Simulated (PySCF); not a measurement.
SbCl3, SMILES [Sb]([Cl])([Cl])[Cl]. The structure is a stationary point at r2SCAN-D4/def2-SVP. The isomer is the one that the SMILES or the coordinates give; other isomers of the formula were not compared. The def2 effective core potentials stand for the cores of Sb; spin–orbit coupling is left out.

Calculation: PySCF with r2SCAN-D4/def2-SVP.

Harmonic wavenumbers (cm⁻¹): 115, 115, 144, 362, 362, 376. Rotational constants (GHz): 1.660, 1.660, 1.111; symmetry number 3.

Work out the zero-point energy and the ideal-gas rigid-rotor harmonic-oscillator thermochemistry at 298.15 K and 1 atm.

ZPE = ½ Σ hcν = ½ × 1474 cm⁻¹ = 2.11 kcal/mol. H − E(el) = 6.42 kcal/mol. Entropy in cal/(mol K): translation 42.18, rotation 26.86, vibration 12.40, total 81.43. G − E(el) = -17.86 kcal/mol. Cp = 18.35 cal/(mol K). Modes under 150 cm⁻¹ make the vibrational entropy uncertain.
